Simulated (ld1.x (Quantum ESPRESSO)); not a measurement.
# Sb (Z = 51): one change to a TM potential, before and after

Sb, norm-conserving Troullier–Martins (Kleinman–Bylander form), made with ld1.x (Quantum ESPRESSO) 7.5 (Wu–Cohen, scalar-relativistic). Core [Kr] 4d10, reference 5s2 5p2.5 (charge +0.5). Waves: 5s (bound): rc 1.95 bohr; 5p (bound): rc 2.35 bohr. Local part: all-electron potential smoothed inside 1.60 bohr (lloc = -1). Core correction: none.

All-electron outer shells of the reference configuration (Wu–Cohen, scalar-relativistic, ld1.x):

```csv
shell,level (eV),outermost node (bohr),outermost maximum (bohr)
4d,-37.51,0.38,0.84
5s,-16.67,0.95,1.88
5p,-8.31,1.04,2.29
```

Change: wave 5p (bound): rc 2.35 bohr becomes 5p (bound): rc 3.08 bohr.

Cutoffs: the cutoffs (Ry, on a coarse ladder) from which the occupation-weighted sum of valence levels, in a spherical-Bessel basis at the reference potential, stays within 10 and 1 mRy of its value at 400 Ry; they do not see the model core or the augmentation charge, which bear on the density cutoff. Errors are all-electron minus pseudo energies relative to the spin-unpolarised reference configuration.

What does the change do?

The potential gets neither clearly harder nor softer (25 Ry and 35 Ry → 25 Ry and 35 Ry); both files keep a bound ghost (d, s); of the 7 tests that both files solve, the error grows in 5 and shrinks in 0 by more than 15 % and 0.3 meV (median size 14.7 → 31.3 meV). More of the atom is replaced by a form fitted at one configuration, so other configurations suffer.

```tsv
quantity	base	changed
cutoff, loose	25 Ry	25 Ry
cutoff, tight	35 Ry	35 Ry
bound ghosts	s, d	s, d
error for 5s2 5p3, meV [ΔE -3.28 eV]	+0.9	+1.0
error for 5s2 5p2, meV [ΔE 5.08 eV]	-1.5	-1.6
error for 5s2 5p1, meV [ΔE 21.12 eV]	-13	-21
error for 5s1 5p0, meV [ΔE 89.97 eV]	+45	-65
error for 5s1 5p3, meV [ΔE 13.86 eV]	+15	+31
error for 5s2 5p0, meV [ΔE 45.59 eV]	-60	-116
error for 5s0 5p5, meV [ΔE 13.24 eV]	+31	+66
```

 A true bound ghost makes a file unfit for plane-wave use even where its test errors are small: the radial tests pick states by their node count and pass the ghost by.
